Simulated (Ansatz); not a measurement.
**Nudged elastic band run: CH₇BSn**

The input (input.yaml):

```yaml
crystal:
  periodic: [false, false, false]
  atoms:
    - { symbol: C, position_ang: [-1.140009, 1.006834, -0.707984] }
    - { symbol: B, position_ang: [-0.204645, -0.235308, -0.709609] }
    - { symbol: Sn, position_ang: [1.162349, -0.817203, 0.994921] }
    - { symbol: H, position_ang: [-2.176252, 0.664721, -0.892372] }
    - { symbol: H, position_ang: [-0.901879, 1.625895, -1.593856] }
    - { symbol: H, position_ang: [-1.126778, 1.642441, 0.187334] }
    - { symbol: H, position_ang: [-0.201545, -0.950164, -1.689698] }
    - { symbol: H, position_ang: [2.806621, -0.86653, 0.494352] }
    - { symbol: H, position_ang: [1.071004, 0.265594, 2.328619] }
    - { symbol: H, position_ang: [0.794235, -2.387381, 1.591192] }
basis:
  gaussian: { orbitals: def2-SVP }
hamiltonian:
  xc: pbe0
  dispersion: d4
neb:
  order_check: false
  images: 5
  f_tol: 0.05
  max_iterations: 6
  final_atoms:
    - { symbol: C, position_ang: [-1.39143994, 0.59557425, -0.72349026] }
    - { symbol: B, position_ang: [0.10923463, 0.20325424, -0.76641576] }
    - { symbol: Sn, position_ang: [1.21727402, -0.71278894, 0.97853392] }
    - { symbol: H, position_ang: [-1.89745507, 0.55911612, -1.70074124] }
    - { symbol: H, position_ang: [-1.33915534, 1.67690076, -0.462094] }
    - { symbol: H, position_ang: [-2.00822783, 0.11912905, 0.05111511] }
    - { symbol: H, position_ang: [0.75648874, 0.45775738, -1.75995221] }
    - { symbol: H, position_ang: [1.83557799, -2.26231873, 0.56249718] }
    - { symbol: H, position_ang: [2.57040613, 0.23569781, 1.45198099] }
    - { symbol: H, position_ang: [0.23039768, -0.92342294, 2.37146529] }
  initial_path:
    images:
      - { positions_ang: [[-1.140009, 1.006834, -0.707984], [-0.204645, -0.235308, -0.709609], [1.162349, -0.817203, 0.994921], [-2.176252, 0.664721, -0.892372], [-0.901879, 1.625895, -1.593856], [-1.126778, 1.642441, 0.187334], [-0.201545, -0.950164, -1.689698], [2.806621, -0.86653, 0.494352], [1.071004, 0.265594, 2.328619], [0.794235, -2.387381, 1.591192]] }
      - { positions_ang: [[-1.1706883, 0.93036788, -0.68622508], [-0.12572895, -0.17341753, -0.74953639], [1.1530047, -0.79229859, 0.97400203], [-2.14259875, 0.54342832, -0.96203078], [-0.98605552, 1.68165755, -1.45118294], [-1.2539775, 1.42100381, 0.26742847], [0.0147669, -0.73610628, -1.75887428], [2.73925744, -1.13534877, 0.46622465], [1.28040483, 0.39229824, 2.19421014], [0.57471615, -2.18268563, 1.70888319]] }
      - { positions_ang: [[-1.2013676, 0.85390175, -0.66446616], [-0.04681291, -0.11152706, -0.78946378], [1.1436604, -0.76739418, 0.95308306], [-2.1089455, 0.42213564, -1.03168957], [-1.07023204, 1.73742011, -1.30850988], [-1.38117699, 1.19956662, 0.34752295], [0.23107881, -0.52204855, -1.82805056], [2.67189388, -1.40416755, 0.43809729], [1.48980566, 0.51900249, 2.05980127], [0.35519729, -1.97799026, 1.82657437]] }
      - { positions_ang: [[-1.2320469, 0.77743563, -0.64270724], [0.03210314, -0.04963659, -0.82939117], [1.13431609, -0.74248977, 0.9321641], [-2.07529225, 0.30084296, -1.10134835], [-1.15440856, 1.79318266, -1.16583683], [-1.50837649, 0.97812943, 0.42761742], [0.44739071, -0.30799083, -1.89722683], [2.60453032, -1.67298632, 0.40996994], [1.69920648, 0.64570673, 1.92539241], [0.13567844, -1.77329489, 1.94426556]] }
      - { positions_ang: [[-1.28517791, 0.71681517, -0.66963492], [0.05781364, 0.03466035, -0.80839936], [1.16196874, -0.73258949, 0.9476207], [-2.01601319, 0.38693401, -1.30114598], [-1.21599082, 1.75442202, -0.93125589], [-1.6749936, 0.69179597, 0.30211665], [0.55042339, -0.05274143, -1.85146863], [2.34821288, -1.86943046, 0.46081235], [1.98960637, 0.50903709, 1.7675886], [0.16725152, -1.49000424, 2.08666547]] }
      - { positions_ang: [[-1.33830893, 0.65619471, -0.69656259], [0.08352413, 0.1189573, -0.78740756], [1.18962138, -0.72268922, 0.96307731], [-1.95673413, 0.47302507, -1.50094361], [-1.27757308, 1.71566139, -0.69667494], [-1.84161072, 0.40546251, 0.17661588], [0.65345606, 0.20250798, -1.80571042], [2.09189543, -2.06587459, 0.51165476], [2.28000625, 0.37236745, 1.6097848], [0.1988246, -1.20671359, 2.22906538]] }
      - { positions_ang: [[-1.39143994, 0.59557425, -0.72349026], [0.10923463, 0.20325424, -0.76641576], [1.21727402, -0.71278894, 0.97853392], [-1.89745507, 0.55911612, -1.70074124], [-1.33915534, 1.67690076, -0.462094], [-2.00822783, 0.11912905, 0.05111511], [0.75648874, 0.45775738, -1.75995221], [1.83557799, -2.26231873, 0.56249718], [2.57040613, 0.23569781, 1.45198099], [0.23039768, -0.92342294, 2.37146529]] }
```

Command:

```bash
$ ansatz run input.yaml --threads 1 --pin off --max-ram 2048MiB --backend cpu --events-out ev --progress --plain --runs-dir out
```

Output, in part (warnings, iteration lines, the closing report on the highest movable image, with atoms numbered from 0):

```
NEB end point (image 0): max|allowed force component| = 7.820e-3 eV/Å (the criterion of neb.relax_end_points is 1.000e-2)
NEB end point (image 6): max|allowed force component| = 1.089e-2 eV/Å (the criterion of neb.relax_end_points is 1.000e-2)
NEB iter   1: max|band force component| = 2.426e0 eV/Å  barrier→ = 0.3489 eV  barrier← = 0.3552 eV  Δτ_max = 0.1992 Å  (169 SCF iters)
NEB iter   2: max|band force component| = 1.579e0 eV/Å  barrier→ = 0.1497 eV  barrier← = 0.1561 eV  Δτ_max = 0.1117 Å  (136 SCF iters)
NEB iter   3: max|band force component| = 4.031e-1 eV/Å  barrier→ = 0.0353 eV  barrier← = 0.0416 eV  CI = image 4  Δτ_max = 0.0584 Å  (138 SCF iters)
NEB iter   4: max|band force component| = 1.822e-1 eV/Å  barrier→ = 0.0080 eV  barrier← = 0.0143 eV  CI = image 3  Δτ_max = 0.0144 Å  (138 SCF iters)
NEB iter   5: max|band force component| = 5.709e-2 eV/Å  barrier→ = 0.0067 eV  barrier← = 0.0130 eV  CI = image 3  Δτ_max = 0.0087 Å  (109 SCF iters)
NEB iter   6: max|band force component| = 1.944e-2 eV/Å  barrier→ = 0.0066 eV  barrier← = 0.0129 eV  CI = image 3  Δτ_max = 0.0000 Å  (233 SCF iters)
Total energy: -7653.96730719 eV, -281.2781104939 hartree
Atom 0 at    -1.296483     0.803306    -0.640085 Å, force    -0.004885    -0.019620    -0.002046 eV/Å
Atom 1 at     0.018000    -0.012640    -0.807916 Å, force    -0.006162     0.003553    -0.004226 eV/Å
Atom 2 at     1.225300    -0.774544     0.946143 Å, force    -0.002547     0.002936     0.002221 eV/Å
Atom 3 at    -2.099274     0.318297    -1.226924 Å, force     0.007781     0.003946     0.001710 eV/Å
Atom 4 at    -1.153405     1.781598    -1.137832 Å, force     0.004710     0.009704    -0.006728 eV/Å
Atom 5 at    -1.655326     0.977414     0.383189 Å, force    -0.002249     0.001438     0.004228 eV/Å
Atom 6 at     0.412521    -0.237511    -1.932153 Å, force    -0.000417     0.000978     0.006020 eV/Å
Atom 7 at     2.589387    -1.728951     0.528046 Å, force     0.001635    -0.001063    -0.004104 eV/Å
Atom 8 at     1.799805     0.541743     1.894600 Å, force     0.001746    -0.000059     0.000415 eV/Å
Atom 9 at     0.242575    -1.719813     1.995831 Å, force     0.000388    -0.001812     0.002509 eV/Å
Dipole moment:    -0.261916     0.167879    -0.205750 e Å
```

The forces met the threshold. The top lies less than 8 meV above the higher end, about what the thresholds resolve: that end is a shoulder or a very shallow well. Another band between the same ends (5 images) ends at a top of the same energy, where a vibrational analysis finds 2 clearly imaginary modes.

Final band (atoms are numbered from 1 in the order of the input):

```json
{"image": "0", "path coordinate (Å)": "0.00", "energy (eV)": "0.000", "dihedral H7–B2–Sn3–H9 (°)": "-180"}
{"image": "1", "path coordinate (Å)": "0.75", "energy (eV)": "0.002", "dihedral H7–B2–Sn3–H9 (°)": "161"}
{"image": "2", "path coordinate (Å)": "1.50", "energy (eV)": "0.005", "dihedral H7–B2–Sn3–H9 (°)": "140"}
{"image": "3", "path coordinate (Å)": "2.25", "energy (eV)": "0.007", "dihedral H7–B2–Sn3–H9 (°)": "117"}
{"image": "4", "path coordinate (Å)": "3.01", "energy (eV)": "0.003", "dihedral H7–B2–Sn3–H9 (°)": "97"}
{"image": "5", "path coordinate (Å)": "3.77", "energy (eV)": "-0.003", "dihedral H7–B2–Sn3–H9 (°)": "75"}
{"image": "6", "path coordinate (Å)": "4.54", "energy (eV)": "-0.006", "dihedral H7–B2–Sn3–H9 (°)": "54"}
```

Run time: 110 s on 1 thread of Intel(R) Xeon(R) Platinum 8488C (Sapphire Rapids), with other jobs on the host, peak memory 0.2 GiB.
